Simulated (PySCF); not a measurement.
C₂HO, doublet, geometry from GFN2-xTB; PBE0/6-31G* (PySCF).

The PySCF input:
```python
from pyscf import gto, scf, dft

mol = gto.M(
    atom='''
C     0.02096193   -0.29118014   -1.19660672
C     0.00440730    0.00402097    0.01711055
H     0.10767277   -0.53985429   -2.20994473
O    -0.03248602    0.28285117    1.16086522
''',
    basis='6-31g*',
    spin=1,
    verbose=4,
)

mf = dft.UKS(mol)
mf.xc = 'pbe0'
mf.kernel()
```

The log (banner, timings and long lists left out):

```
PySCF version 2.14.0

[INPUT] verbose = 4
[INPUT] num. atoms = 4
[INPUT] num. electrons = 21
[INPUT] charge = 0
[INPUT] spin (= nelec alpha-beta = 2S) = 1
[INPUT] symmetry False subgroup None
[INPUT] Mole.unit = angstrom
[INPUT] Symbol           X                Y                Z      unit          X                Y                Z       unit  Magmom
[INPUT]  1 C      0.020961930000  -0.291180140000  -1.196606720000 AA    0.039612306742  -0.550250717513  -2.261258979614 Bohr   0.0
[INPUT]  2 C      0.004407300000   0.004020970000   0.017110550000 AA    0.008328589949   0.007598532055   0.032334253341 Bohr   0.0
[INPUT]  3 H      0.107672770000  -0.539854290000  -2.209944730000 AA    0.203472046373  -1.020176755272  -4.176190290126 Bohr   0.0
[INPUT]  4 O     -0.032486020000   0.282851170000   1.160865220000 AA   -0.061389680677   0.534511245313   2.193717333333 Bohr   0.0

nuclear repulsion = 52.9167139385596
number of shells = 20
number of NR pGTOs = 85
number of NR cGTOs = 44
basis = 6-31g*
ecp = {}

******** <class 'pyscf.dft.uks.UKS'> ********
method = UKS
initial guess = minao
damping factor = 0
level_shift factor = 0
DIIS = <class 'pyscf.scf.diis.CDIIS'>
diis_start_cycle = 1
diis_space = 8
diis_damp = 0
SCF conv_tol = 1e-09
SCF conv_tol_grad = None
SCF max_cycles = 50
direct_scf = True
direct_scf_tol = 1e-13
number electrons alpha = 11  beta = 10
XC library pyscf.dft.libxc version 7.1.2
    S. Lehtola, C. Steigemann, M. J. T. Oliveira, and M. A. L. Marques,  SoftwareX 7, 1–5 (2018)
XC functionals = pbe0
    C. Adamo and V. Barone,  J. Chem. Phys. 110, 6158 (1999)
    M. Ernzerhof and G. E. Scuseria,  J. Chem. Phys. 110, 5029 (1999)
radial grids:
    Treutler-Ahlrichs [JCP 102, 346 (1995); DOI:10.1063/1.469408] (M4) radial grids

becke partition: Becke, JCP 88, 2547 (1988); DOI:10.1063/1.454033
pruning grids: <function nwchem_prune>
grids dens level: 3
symmetrized grids: False
atomic radii adjust function: <function treutler_atomic_radii_adjust>
small_rho_cutoff = 0
Set gradient conv threshold to 3.16228e-05
tot grids = 52128
init E= -152.197609894803

cycle= 1 E= -151.669437403716  delta_E= 0.528  |g|= 0.416  |ddm|= 1.64
cycle= 2 E= -151.327918249405  delta_E= 0.342  |g|=    1  |ddm|= 1.22
cycle= 3 E= -151.739456770766  delta_E= -0.412  |g|= 0.0836  |ddm|= 0.901
cycle= 4 E= -151.74216410506  delta_E= -0.00271  |g|= 0.052  |ddm|= 0.103
cycle= 5 E= -151.743638025254  delta_E= -0.00147  |g|= 0.0138  |ddm|= 0.0505
cycle= 6 E= -151.743781269795  delta_E= -0.000143  |g|= 0.00474  |ddm|= 0.0155
cycle= 7 E= -151.743820765771  delta_E= -3.95e-05  |g|= 0.00146  |ddm|= 0.0116
cycle= 8 E= -151.743824925214  delta_E= -4.16e-06  |g|= 0.000349  |ddm|= 0.00419
cycle= 9 E= -151.7438251713  delta_E= -2.46e-07  |g|= 0.000107  |ddm|= 0.00101
cycle= 10 E= -151.743825188685  delta_E= -1.74e-08  |g|= 2.36e-05  |ddm|= 0.000296
cycle= 11 E= -151.743825189591  delta_E= -9.06e-10  |g|= 8.33e-06  |ddm|= 5.21e-05
Extra cycle  E= -151.74382518978  delta_E= -1.89e-10  |g|= 5.28e-06  |ddm|= 2.25e-05
converged SCF energy = -151.74382518978  <S^2> = 0.76182283  2S+1 = 2.0117881
```
